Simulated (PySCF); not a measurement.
## Working out the ionisation energy of Sb+

Sb+ [Kr] 4d10 5s2 5p2 (3P) → Sb(2+) [Kr] 4d10 5s2 5p1 (2P). Calculation: PySCF 2.14, in def2-SVP with the def2 core potential (28 electrons); a scalar-relativistic core potential. Frozen: 4s2 4p6 4d10. Energies in hartree (1 hartree = 27.21139 eV):

```
            part  Sb+ (lower)  Sb(2+) (upper)
             UHF  -238.957486     -238.369662
CCSD correlation    -0.049676       -0.040654
             (T)    -0.000517       -0.000320
```

**Question.** What does Hartree-Fock give?

**Answer.** (-238.369662) − (-238.957486) = 0.587824 hartree = 15.996 eV.

**Question.** What do CCSD and CCSD(T) give?

**Answer.** The CCSD correlation energies differ by 0.009022 hartree = 0.246 eV and the triples by 0.000197 hartree = 0.005 eV, so CCSD gives 16.242 eV and CCSD(T) 16.247 eV.

Reference: 16.626 ± 0.025 eV (measured; NIST Atomic Spectra Database, ionization energies), between the lowest levels; spin-orbit coupling is absent from the calculation.

A double-zeta basis recovers only part of the correlation energy.

What remains against the reference includes basis incompleteness, the frozen core and higher excitations.
